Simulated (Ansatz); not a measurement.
(1) Predict a relaxed structure of SnH2Me(OtBu) (C₅H₁₄OSn), charge 0, singlet, at PBE-D4/def2-SVP (Ansatz).

## Answers

(1) 
```xyz
21

C     2.976   -1.679    1.043
C    -0.799    0.714   -0.074
C    -1.986   -0.232    0.177
C    -0.969    2.002    0.748
C    -0.697    1.054   -1.571
O     0.418    0.138    0.403
Sn    1.266   -1.573   -0.268
H     0.170   -2.906   -0.060
H     1.703   -1.400   -1.941
H     3.547   -2.608    0.858
H     2.626   -1.662    2.092
H     3.628   -0.803    0.862
H    -2.949    0.238   -0.110
H    -1.884   -1.167   -0.413
H    -2.037   -0.507    1.249
H    -1.013    1.756    1.828
H    -1.894    2.545    0.468
H    -0.101    2.670    0.585
H    -0.583    0.135   -2.184
H     0.182    1.703   -1.758
H    -1.603    1.582   -1.931
```
 This is one stationary point.

In the def2 sets Sn takes a core potential; there is no spin–orbit coupling. Another isomer (singlet) lies 0.33 eV lower at PBE0-D4/def2-TZVP; other spin states weren't run for this one.
